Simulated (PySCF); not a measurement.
# Radial density of Pm (promethium, neutral)

UHF, [Xe] 4f4 5d1 6s2, one real determinant (an excited configuration). Computed with PySCF 2.14 in cc-pVDZ-X2C, with scalar relativity by spin-free X2C-1e.

```tsv
r (bohr)	4πr²ρ (e/bohr)	4πr²(ρα − ρβ)
0.0179	80.76	0.0013
0.0302	70.50	0.0029
0.0508	91.88	0.0079
0.0854	101.5	0.0190
0.144	80.14	0.1248
0.242	83.94	0.7889
0.406	35.75	3.1198
0.683	36.18	4.4355
1.15	11.49	2.3645
1.93	4.917	0.7567
3.25	1.009	0.2643
5.47	0.3527	0.0260
9.20	0.01586	-0.0035
15.5	2.870e-05	0.0000
```

Densities and radii are taken from the X2C orbitals without a picture-change correction, which distorts them close to the nucleus.

⟨L²⟩ = 40.99 against 72 for a pure L term, so this real determinant mixes terms. Spin-orbit coupling, absent here, splits the open shell strongly. ⟨S²⟩ = 9.05 against 8.75 shows spin contamination.

Question: Where is the radial spin density 4πr²(ρα − ρβ) most negative, and why is it negative at all?

Answer: Around r = 9.20 bohr, down to -0.0035 e/bohr: exchange with the open shell polarises the paired shells in an unrestricted calculation.
